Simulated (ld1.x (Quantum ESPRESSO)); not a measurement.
u(r) = r·R(r): atom against pseudo-atom (mercury (Hg))

Columns: radius, all-electron u(r) and pseudo u(r) of the 5d shell (level -12.58 eV) of mercury in the configuration [Kr] 4d10 4f14 5s2 5p6 5d10 6s1.75 6p0.25; PBE, non-relativistic, PAW scheme, ld1.x (Quantum ESPRESSO) 7.5.

| r (bohr) | all-electron | pseudo |
| --- | --- | --- |
| 0.143 | 0.2294 | 0.0014 |
| 0.285 | -0.3834 | 0.0104 |
| 0.428 | -0.3491 | 0.0337 |
| 0.570 | 0.0651 | 0.0744 |
| 0.713 | 0.4711 | 0.1335 |
| 0.855 | 0.7416 | 0.2068 |
| 0.998 | 0.8807 | 0.2892 |
| 1.140 | 0.9215 | 0.3716 |
| 1.283 | 0.9007 | 0.4463 |
| 1.425 | 0.8460 | 0.5047 |
| 1.568 | 0.7744 | 0.5419 |
| 1.710 | 0.6980 | 0.5550 |
| 1.853 | 0.6220 | 0.5450 |
| 1.995 | 0.5508 | 0.5157 |
| 2.138 | 0.4849 | 0.4726 |
| 2.280 | 0.4259 | 0.4231 |
| 2.423 | 0.3728 | 0.3726 |
| 2.565 | 0.3261 | 0.3261 |
| 2.708 | 0.2847 | 0.2847 |
| 2.850 | 0.2485 | 0.2485 |
| 2.992 | 0.2168 | 0.2168 |
| 3.135 | 0.1889 | 0.1889 |
| 3.278 | 0.1645 | 0.1645 |
| 3.420 | 0.1434 | 0.1434 |
| 3.563 | 0.1248 | 0.1248 |
| 3.705 | 0.1088 | 0.1088 |

(1) How many radial nodes do the two functions have?

(2) At about which radius was the pseudo-wave matched?

(3) Where does each function peak?

(4) Is the pseudo-wave norm-conserving?

## Answers

(1) The all-electron 5d function has n − l − 1 = 2; the pseudo-wave has 0, since the states of the same l below it are removed with the core.

(2) 2.60 bohr. The columns agree to 0.0005 from 2.42 bohr on; several derivatives are matched, so the curves merge somewhat inside the radius.

(3) Outermost all-electron maximum near 1.14 bohr, pseudo maximum near 1.71 bohr (to the table’s step).

(4) No, it belongs to a PAW set: the norm inside the radius is not constrained, and the difference is carried by the augmentation charge.
